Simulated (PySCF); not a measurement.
# Nonlinear optical response: SMILES C(B(F)F)=C=Cc1cccs1, C7H5BF2S

Cartesian coordinates in Å; atom numbers follow the order of the lines, from 1:
```xyz
16

F    -4.456   -1.283    1.080
B    -3.394   -0.582    0.721
F    -3.200    0.571    1.329
C    -2.434   -1.111   -0.372
C    -1.362   -0.434   -0.717
C    -0.294    0.267   -1.028
C     1.018    0.160   -0.413
C     2.146    0.882   -0.741
C     3.274    0.539    0.050
C     2.990   -0.437    0.969
S     1.351   -0.945    0.878
H    -2.641   -2.074   -0.858
H    -0.387    1.006   -1.833
H     2.153    1.635   -1.531
H     4.258    0.996   -0.055
H     3.659   -0.889    1.699
```

The calculation used quadratic response CAM-B3LYP/aug-cc-pVDZ first hyperpolarisability, Taylor convention, gas phase in PySCF. Geometry: PBE0-D3(BJ)/def2-SVP.

Question: What is the first hyperpolarisability, and how does it disperse?

Answer: In au, Taylor convention; the vector part is βᵢ = ⅓ Σⱼ (βᵢⱼⱼ + βⱼᵢⱼ + βⱼⱼᵢ); β∥ is 3/5 of the vector part along the dipole, the dipole points from − to +:
| process | λ (nm) | β vector norm | β∥ | β HRS | depolarisation ratio |
| --- | --- | --- | --- | --- | --- |
| static β(0;0,0) | ∞ | 131.2 | 51.0 | 71.9 | 2.75 |
| second harmonic β(−2ω;ω,ω) | 1907 | 151.9 | 61.0 | 80.7 | 2.91 |
| Pockels β(−ω;ω,0) | 1907 | 137.7 | 54.1 | – | – |
| second harmonic β(−2ω;ω,ω) | 1064 | 213.1 | 90.1 | 106.5 | 3.30 |
| Pockels β(−ω;ω,0) | 1064 | 153.5 | 61.7 | – | – |

Question: Which lowest excitations, dipole and polarisabilities go with it?

Answer: S1 4.05 eV (f = 0.000); S2 4.67 eV (f = 0.405); S3 5.46 eV (f = 0.084); dipole 2.53 D; isotropic α 123.4 au static, 124.1 au at 1907 nm, 125.7 au at 1064 nm, 126.2 au at 953.5 nm, 133.7 au at 532 nm.
